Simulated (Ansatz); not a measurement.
Basis-set series for CH₉BN₂Si, SMILES `CB[SiH](N)N`. Charge 0, multiplicity 1. The geometry is a stationary point of PBE0-D4/def2-TZVP. It is one conformer, not always the lowest.

```xyz
14

C    -0.050    1.520   -1.514
B    -0.338    1.227   -0.014
Si    0.168   -0.474    0.953
N     1.319   -1.313   -0.009
N    -1.186   -1.524    1.186
H    -0.825    2.104   -2.019
H     0.229    0.661   -2.128
H     0.831    2.187   -1.482
H    -0.922    2.073    0.612
H     0.606   -0.197    2.359
H     1.747   -2.172    0.297
H     1.903   -0.817   -0.661
H    -1.745   -1.445    2.020
H    -1.737   -1.831    0.400
```

| functional | basis | functions | energy (Eh) | HOMO (eV) | LUMO (eV) |
| --- | --- | --- | --- | --- | --- |
| PBE0-D4 | def2-TZVPP | 292 | -467.15914 | -6.59 | -1.53 |
| PBE0-D4 | def2-QZVPP | 568 | -467.18066 | -6.64 | -1.57 |
| ωB97M-V | def2-TZVPP | 292 | -467.37956 | -8.82 | 0.39 |
| ωB97M-V | def2-QZVPP | 568 | -467.39986 | -8.87 | 0.30 |

(1) Give the rows for def2-SVP. (Best estimate.)

Answers

(1) Computed: 
```
functional     basis  functions  energy (Eh)  HOMO (eV)  LUMO (eV)
   PBE0-D4  def2-SVP        119   -466.84261      -6.35      -1.39
   ωB97M-V  def2-SVP        119   -467.05168      -8.57       0.62
```

Positive LUMOs are unbound and depend on the basis.
